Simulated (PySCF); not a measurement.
C2H7Si, SMILES C[SiH]C, multiplicity 2. Coordinates come from a r2SCAN-D4/def2-SVP optimisation. The isomer is the one that the SMILES or the coordinates give; other isomers of the formula were not compared.

Computed equilibrium geometry at r2SCAN-D4/def2-SVP (PySCF confirms it by a frequency run) as a Z-matrix, and its point group:
point group Cs.
```
Si
H 1 1.5021
C 1 1.8867 2 110.29
H 3 1.1012 1 111.43 2 -56.80
H 3 1.1018 4 107.89 1 122.35
H 3 1.1047 4 107.74 5 116.04
C 1 1.8867 2 110.29 3 123.86
H 7 1.1012 1 111.43 2 56.80
H 7 1.1018 8 107.89 1 -122.35
H 7 1.1047 8 107.74 9 -116.04
```
Charge 0, spin multiplicity 2.
